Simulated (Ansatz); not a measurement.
One change: `F[SiH]([SiH3])[CH2][AlH2]` becomes `CC[SiH](F)[SiH3]`.

Ansatz, PBE0-D4/def2-TZVP geometries, multiplicity 1. Each molecule was computed in one conformer, which needn't be the lowest.

| property | `F[SiH]([SiH3])[CH2][AlH2]` |
| --- | --- |
| HOMO–LUMO gap (ωB97M-V/def2-TZVPP) / eV | 10.94 |
| HOMO energy (PBE0/def2-TZVPP) / eV | -8.07 |
| HOMO–LUMO gap (B3LYP/def2-TZVPP) / eV | 6.76 |
| HOMO–LUMO gap (PBE0/def2-TZVPP) / eV | 7.13 |
| HOMO energy (B3LYP/def2-TZVPP) / eV | -7.86 |
| LUMO energy (ωB97M-V/def2-TZVPP) / eV | 0.73 |

Question: What does the change do to each property? (Estimate.)

Answer: The calculation gave: 
| property | `CC[SiH](F)[SiH3]` | shift |
| --- | --- | --- |
| HOMO–LUMO gap (ωB97M-V/def2-TZVPP) / eV | 11.56 | 0.62 |
| HOMO energy (PBE0/def2-TZVPP) / eV | -7.96 | 0.11 |
| HOMO–LUMO gap (B3LYP/def2-TZVPP) / eV | 7.36 | 0.60 |
| HOMO–LUMO gap (PBE0/def2-TZVPP) / eV | 7.73 | 0.60 |
| HOMO energy (B3LYP/def2-TZVPP) / eV | -7.77 | 0.09 |
| LUMO energy (ωB97M-V/def2-TZVPP) / eV | 1.54 | 0.81 |

With PBE0 the HOMO rises by 0.11 eV and the LUMO rises by 0.71 eV, so the gap widens by about 0.60 eV. PBE moves the HOMO by 0.09 eV and ωB97M-V by 0.19 eV.

B3LYP here is the variant with VWN-RPA as its local correlation; programs differ in this.
